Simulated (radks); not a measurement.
Neutral indium inside a hard spherical wall (all orbitals vanish at R), configuration held at [Kr] 4d10 5s2 5p1 and not refilled when levels cross. Calculated with a radial shooting solver on a logarithmic mesh with Libxc functionals: scalar-relativistic Kohn-Sham, PBEsol, spin-polarised, spherical densities, finite nucleus; open shells are filled with parallel spins first (spin-orbit coupling, left out, can overturn this in heavy ions); Fermi nuclear charge, rms radius 4.6156 fm. Eigenvalues in eV for spin up, with the zero of energy where the potential of the charges vanishes at infinity; a dash marks a level that is unbound or too diffuse for the functional's potential to be trusted. A positive occupied level is held by the wall or, in an anion where self-interaction has pushed it up, behind a barrier. The pressure on the wall is -dE/dV.

R (bohr)  E (hartree)  kinetic (hartree)    e(4p)    e(4d)   e(5s)   e(5p)  e(6s, empty)  e(5d, empty)  pressure (GPa)
free      -5878.82398           6126.751  -77.970  -18.570  -8.491  -2.794             -             -               0
20        -5878.82398           6126.751  -77.970  -18.570  -8.491  -2.794        -0.386         0.555        < 0.0001
15        -5878.82396           6126.751  -77.967  -18.567  -8.489  -2.792        -0.250         0.866        0.000119
12        -5878.82379           6126.752  -77.946  -18.546  -8.472  -2.774         0.117         1.331         0.00263
6         -5878.77869           6126.989  -76.575  -17.212  -7.410  -1.145         9.015         6.918            3.10
5         -5878.68787           6127.401  -75.123  -15.822  -6.030   0.984        17.628        11.504            14.7
3.5       -5877.89698           6130.563  -68.612   -9.679   2.632  13.023        58.236        32.225             257
3         -5876.82167           6134.664  -62.884   -4.153  12.325  25.480        94.743        50.606             854
2.5       -5873.97787           6145.204  -51.909    7.027  34.633  52.650        166.01        86.459            3470
2         -5864.99484           6177.091  -27.946   33.407  94.363  120.86        323.90        166.31           18700
1.5       -5828.83711           6292.846   39.569   110.66  286.51  325.42        744.24        380.79          149000
